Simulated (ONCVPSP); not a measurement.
## Potentials for Zr (Z = 40) compared

Generated with ld1.x 7.5 (TM, RRKJ, ultrasoft, PAW), atompaw 4.2 or ONCVPSP 4.0.1. The cutoff is in Ry: for ld1.x and atompaw files where the sum of valence levels is converged to 10 mRy in a Bessel basis, for ONCV files where the hardest occupied wave has 1 mHa per electron of residual kinetic energy. The error is the largest all-electron minus pseudo excitation energy over each file’s own four to seven test configurations (ionisations up to +4, promotions, holes and added fractions of an electron), all of which were solved. The labels leave out finer settings (local radius, basis sizes, second energies), which also bear on the numbers. Spin-polarised tests are not counted. The rows are a selection from randomly drawn settings: files with unsolved tests, undetermined cutoffs or missed reference levels are left out.

```csv
potential,cutoff (Ry),largest error (meV),bound ghosts
"ONCV, BLYP, scalar-relativistic, rc 2.10/1.95/2.25 (spd), local smoothed, core correction yes, reference 4s2 4p6 4d2 5s1 5p1, qcut 7.6/8.3/7.7, projectors 2/2/2",36,-3.0,none
"ONCV, LDA (Perdew-Zunger), scalar-relativistic, rc 2.05/1.65/2.40/2.10 (spdf), local smoothed, core correction yes, reference 4s2 4p6 4d2 5s2, qcut 5.8/7/7.7/6, projectors 2/1/2/3",33,-23,none
"ONCV, LDA (Perdew-Wang 92), scalar-relativistic, rc 2.10/1.95/2.70 (spd), local smoothed, core correction no, reference 4s2 4p6 4d2 5s2, qcut 6.4/8.2/6.7, projectors 2/2/2",27,-40,none
"ONCV, PBE, scalar-relativistic, rc 2.20/2.05/2.10 (spd), local smoothed, core correction yes, reference 4s2 4p6 4d2 5s1 5p1, qcut 4.4/5.2/4.8, projectors 2/3/2",24,-6.5,none
"ONCV, PBE, fully relativistic, rc 1.50/2.05/1.70/2.05 (spdf), local smoothed, core correction yes, reference 4s2 4p6 4d2, qcut 7.5/8/4.8/4.7, projectors 1/2/1/1",44,+215,none
"ONCV, PBEsol, scalar-relativistic, rc 2.00/2.25/2.75 (spd), local smoothed, core correction yes, reference 4s2 4p6 4d2 5s2, qcut 7.1/6.4/5.9, projectors 2/2/1",30,+8.3,none
"ONCV, LDA (Perdew-Zunger), fully relativistic, rc 3.15/2.90/1.85 (spd), local smoothed, core correction yes, reference 4d2 5s1, qcut 2.4/2.6/5.8, projectors 1/1/2",28,-384,none
```

Problem. Fill in the row for Zr: ONCV, LDA (Perdew-Zunger), scalar-relativistic, rc 2.70/1.60/2.90 (spd), local smoothed, core correction yes, reference 4p6 4d2 5s0.5, qcut 2/8.7/5.5, projectors 3/2/2.

Solution. cutoff 48 Ry, largest error +49 meV, bound ghosts: none.

Problem. Fill in the row for Zr: ONCV, PBE, scalar-relativistic, rc 2.35/2.15/3.00 (spd), local smoothed, core correction yes, reference 4s2 4p6 4d2 5s1 5p1, qcut 5.5/7.7/6.3, projectors 2/2/2.

Solution. cutoff 22 Ry, largest error +14 meV, bound ghosts: none.
